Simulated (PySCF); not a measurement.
silane (H4Si), SMILES [SiH4]. Heavy atoms are numbered as in [SiH4:1]. Hydrogens are named by the atom that carries them.

Geometry optimised at TPSSh-D3(BJ)/def2-TZVPD.

These are B3LYP/pcSseg-2 (PySCF) values and carry that method's errors.

GIAO shieldings, no solvent; atoms alike by connectivity are averaged. δ = σ(ref) − σ: ²⁹Si against TMS (σ = 325.2 ppm); ¹H against TMS (σ = 31.68 ppm), references at their B3LYP-D3(BJ)/def2-TZVP geometries, non-relativistic.

Computed chemical shifts:
| nucleus | atoms | count | δ (ppm) |
|---|---|---|---|
| ²⁹Si | Si1 (SiH4) | 1 | -111.1 |
| ¹H | H on Si1 | 4 | 3.62 |
